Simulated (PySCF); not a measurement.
# C5H9OS: g tensor and hyperfine couplings

Species: C5H9OS (doublet state).
Cartesian coordinates in Å at the GFN2-xTB level; atoms count from 1:
```xyz
16
C5H9OS angstrom
C      1.9318    0.1450    0.1540
C      0.5257    0.3882   -0.2478
S     -0.0286    1.9609   -0.7275
C     -0.4737   -0.6984   -0.0918
C     -1.7143   -0.6139   -0.9589
C     -0.6822   -0.3028    1.3576
O     -0.0240   -0.7223    2.2874
H      2.5211    1.0595    0.1763
H      1.9484   -0.3091    1.1519
H      2.4115   -0.5606   -0.5296
H      1.0735    2.6295   -0.3838
H      0.0078   -1.6765   -0.1574
H     -2.4123   -1.4023   -0.6883
H     -2.2088    0.3470   -0.8300
H     -1.4461   -0.7259   -2.0071
H     -1.4373    0.4906    1.4835
```

The hyperfine couplings belong to this conformer and change with its torsions.

As a line formula: `C[C](S)[C@H](C)C=O` [radical].

Theory: UKS B3LYP, pcH-1 on C H O S, non-relativistic, mean-field spin-orbit, GIAO (PySCF 2.14.0). The structure is a single GFN2-xTB conformer in the gas phase; no vibrational or solvent corrections. The geometry wasn't refined by DFT: couplings that depend on bond lengths, twists or pyramidal angles can differ widely from those at the functional's own minimum. The SCF solution wasn't tested for stability.

```json
{
  "g1, g2, g3": "2.00311, 2.00483, 2.00742",
  "g_iso": "2.00512",
  "Form of g": "rhombic: the two nearest values differ by 40 % of g3 − g1",
  "⟨S²⟩": "0.7587 (exact 0.7500)",
  "α and β electrons": "32, 31",
  "HOMO–LUMO gap, α and β orbitals": "4.66, 4.67 eV",
  "Basis functions": "275"
}
```

Hyperfine couplings atom by atom, in MHz; T1 to T3 are the principal values of the dipolar part; ρ(0) is the spin density at the nucleus:

```csv
atom,isotope,a_iso,of which spin–orbit,T1,T2,T3,Mulliken spin population,ρ(0) (bohr⁻³)
C1,13C,-24.8,0.0,-1.4,-0.2,1.5,-0.06,-0.0221
C2,13C,77.3,0.3,-62.5,-61.1,123.6,0.68,0.0685
S3,33S,5.5,-0.4,-20.3,-15.9,36.3,0.15,0.0170
C4,13C,-20.3,0.0,-2.7,-1.1,3.8,-0.05,-0.0181
C5,13C,19.3,0.0,-2.0,-1.5,3.5,0.01,0.0172
C6,13C,38.1,0.0,-12.4,-5.0,17.3,0.05,0.0339
O7,17O,-10.7,-0.1,-52.4,23.2,29.2,0.14,0.0175
H8,1H,3.1,0.0,-3.6,-2.7,6.3,0.00,0.0007
H9,1H,62.0,0.0,-4.2,-1.9,6.2,0.03,0.0139
H10,1H,77.6,0.0,-3.6,-3.2,6.8,0.03,0.0173
H11,1H,-2.2,0.0,-3.5,-1.7,5.2,0.00,-0.0005
H12,1H,31.2,0.0,-3.7,-2.0,5.7,0.02,0.0070
H13,1H,-2.4,0.0,-2.1,-1.3,3.3,0.00,-0.0005
H14,1H,-0.6,0.0,-2.6,-1.6,4.1,0.00,-0.0001
H15,1H,3.7,0.0,-2.5,-1.7,4.2,0.00,0.0008
H16,1H,1.1,0.0,-4.1,-3.5,7.6,0.00,0.0002
```

Largest spin populations (Mulliken): C2 (+0.68), S3 (+0.15) and O7 (+0.14). The angles at C2 add up to 359.6°, so it is planar.

Axes: g2 points within 6° of the C2–S3 bond and g3 points within 10° of the S3–H11 bond.

Under fast tumbling the dipolar parts average out, and these isotropic splittings remain: 3 × 1H (H8/H9/H10, I = 1/2, 4 lines) with 1.69 mT, 1 × 1H (H12, I = 1/2, 2 lines) with 1.11 mT, 1 × 1H (H11, I = 1/2, 2 lines) with 0.08 mT and 1 × 1H (H16, I = 1/2, 2 lines) with 0.04 mT.

Class means assume fast exchange of nuclei equivalent by connectivity; if that motion is slow, each nucleus keeps its own coupling. The three 1H nuclei of mean +47.5 MHz run from 3.1 to 77.6 MHz in the frozen geometry.

The 17O coupling of O7 (-10.7 MHz) shows only in satellite lines or after enrichment, since that isotope makes up about 0.038 % of natural oxygen.

The 13C coupling of C2 (77.3 MHz) shows only in satellite lines or after enrichment, since that isotope makes up about 1.07 % of natural carbon.

β density exceeds α density at some nuclei, such as C1 (-0.0221) and C4 (-0.0181), spin density in bohr⁻³. In a single determinant that takes different orbitals for the two spins, that is spin polarisation.

The run took 98 s (with the writing of density and orbital grids) on one thread of an Arm Neoverse V1, shared host with 32 logical CPUs at a one-minute load of 61, and the process peaked at 1.1 GiB of memory.
